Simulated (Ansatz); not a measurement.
Geometry optimisation, RHF/def2-SVP (Ansatz 0.2.0).

The input (input.yaml):

```yaml
crystal:
  periodic: [false, false, false]
  atoms:
    - { symbol: "N", position_ang: [-0.9033, 0.7201, -1.2646] }
    - { symbol: Si, position_ang: [0.1048, 0.6204, 0.1561] }
    - { symbol: Sb, position_ang: [-0.5361, -1.4498, 1.434] }
    - { symbol: H, position_ang: [-0.6898, -0.061, -1.8762] }
    - { symbol: H, position_ang: [-0.6196, 1.5907, -1.8308] }
    - { symbol: H, position_ang: [-0.0648, 1.8206, 1.0135] }
    - { symbol: H, position_ang: [1.5375, 0.5338, -0.2727] }
    - { symbol: H, position_ang: [0.2613, -2.4644, 0.2121] }
    - { symbol: H, position_ang: [0.9985, -1.3567, 2.4116] }
basis:
  gaussian: { orbitals: def2-SVP }
hamiltonian:
  xc: hf
relax:
  f_tol: 0.02
  max_steps: 50
output:
  orbitals: {}
```

Launched with:

```bash
$ ansatz run input.yaml --threads 1 --pin off --max-ram 2048MiB --backend cpu --events-out ev --progress --plain --runs-dir out
```

Q: Where does it end, and by what steps?

A: The run converged. After 8 steps the energy has fallen by 0.401 eV; H7 moved furthest, 0.31 Å.

| step | energy less start (eV) | largest force component (eV/Å) | accepted |
| --- | --- | --- | --- |
| 0 | 0.0000 | 2.106 | yes |
| 1 | -0.0027 | 3.336 | yes |
| 2 | -0.3149 | 1.014 | yes |
| 3 | -0.3436 | 0.394 | yes |
| 4 | -0.3848 | 0.554 | yes |
| 5 | -0.3425 | 0.495 | no |
| 6 | -0.3911 | 0.463 | yes |
| 7 | -0.4007 | 0.050 | yes |
| 8 | -0.4014 | 0.019 | yes |

```xyz
9
Properties=species:S:1:pos:R:3
N -0.719 0.679 -1.311
Si 0.226 0.684 0.136
Sb -0.450 -1.419 1.507
H -0.699 -0.100 -1.940
H -0.894 1.533 -1.804
H -0.130 1.903 0.899
H 1.698 0.708 -0.066
H 0.010 -2.481 0.256
H 1.047 -1.554 2.305
```

Time of the run: 21 s on 1 thread of Arm Neoverse V1 (shared host), peak memory 0.17 GiB.
